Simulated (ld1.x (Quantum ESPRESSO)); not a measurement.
Ru (Z = 44), PAW: configuration errors across variants

```
Element                 : Ru (Z = 44)
Generator               : ld1.x (Quantum ESPRESSO) 7.5
Type                    : PAW
Functional              : PBEsol
Relativity              : fully relativistic
Frozen core             : [Ar] 3d10 4s2
Valence charge          : 14
Reference configuration : 4p6 4d7 5s1 5p0
Partial waves           : 5s (bound): rcut 2.15, rcutus 2.45 bohr; 5s channel at 0.25 Ry: rcut 2.15, rcutus 2.45 bohr; 4p (bound): rcut 1.55, rcutus 1.90 bohr; 5p (bound, empty): rcut 1.55, rcutus 1.90 bohr; 4d (bound): rcut 1.50, rcutus 1.60 bohr; 4d channel at 1.45 Ry: rcut 1.50, rcutus 1.60 bohr
Local potential         : all-electron potential smoothed inside 1.30 bohr (lloc = -2)
Core correction         : a·sin(br)/r model core inside 0.90 bohr
Augmentation charge     : PSQ, radius 1.60 bohr
```

Open shells are filled in proportion to 2j + 1 (rel_dist='average').

All-electron excitation energies from the reference (eV): (1) 4p6 4d7 5s0 5p0 7.300; (2) 4p6 4d6 5s0 5p0 25.484; (3) 4p6 4d5 5s0 5p0 56.091; (4) 4p6 4d6 5s1 5p0 10.130; (5) 4p6 4d7 5s0 5p1 3.516; (6) 4p6 4d7 5s0.5 5p0 2.875; (7) 4p6 4d6 5s2 5p0 1.675.

Tests that are not counted but printed errors over 1 eV. “all radii but the core radius scaled by about 1.34 (s 3.28, p 2.54, d 2.14 bohr, rcut 2.88/2.08/2.02); local potential all-electron potential smoothed inside 1.74 bohr (lloc = -2); augmentation PSQ, radius 2.14 bohr”: 4p6 4d7 5s0 5p1 (solver errors, printed error -2.1 eV).

2 further variants failed, have other tests or too few solved ones, and are left out.

Errors AE − PS in meV (a dash: test not solved or not reliable):

```csv
change,(1),(2),(3),(4),(5),(6),(7),bound ghosts
base,-0.3,-4.2,-27,-2.3,-0.1,-0.1,-1.7,not determined
"all radii but the core radius scaled by about 1.11 (s 2.72, p 2.12, d 1.78 bohr, rcut 2.40/1.72/1.66); local potential all-electron potential smoothed inside 1.44 bohr (lloc = -2); augmentation PSQ, radius 1.78 bohr",-2.5,-14,-139,-17,+6.5,-0.6,-24,not determined
"all radii but the core radius scaled by about 1.34 (s 3.28, p 2.54, d 2.14 bohr, rcut 2.88/2.08/2.02); local potential all-electron potential smoothed inside 1.74 bohr (lloc = -2); augmentation PSQ, radius 2.14 bohr",-1.1,-4.5,-56,+54,–,0.0,+81,not determined
```

(1) Give the same row for: all radii but the core radius scaled by about 1.24 (s 3.04, p 2.36, d 1.98 bohr, rcut 2.66/1.92/1.86); local potential all-electron potential smoothed inside 1.62 bohr (lloc = -2); augmentation PSQ, radius 1.98 bohr.

Results:

(1) -1.2, +1.3, -24, –, –, –, –; bound ghosts: not determined.
